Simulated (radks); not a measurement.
Task: The boron ion B3+, [He]. All-electron calculation, non-relativistic Kohn-Sham, LDA (Slater exchange, Perdew-Wang correlation), spin-polarised, spherical densities, point nucleus. Program: a radial shooting solver on a logarithmic mesh with Libxc functionals. Every spin shell is full or empty, so the densities are truly spherical. Functionals are evaluated on that one density, not self-consistently. Rank these orbital-free kinetic functionals by their error against the exact value of the orbitals, and give that value: Thomas-Fermi, TF + vW, TF + vW/9, TF + vW/5, APBEK, revAPBEK, Thakkar, Pearson, LKT, PG1, DePristo-Kress.

Result: Exact: 21.6316 hartree. From best to worst, with 100 (|E| - |E exact|)/|E exact| (equal figures are ties): APBEK +1.40, Thakkar +1.76, TF + vW/9 +1.96, DePristo-Kress +2.03, revAPBEK +2.28, Pearson -3.01, Thomas-Fermi -9.15, TF + vW/5 +10.85, PG1 +54.07, LKT +61.51, TF + vW +90.85.
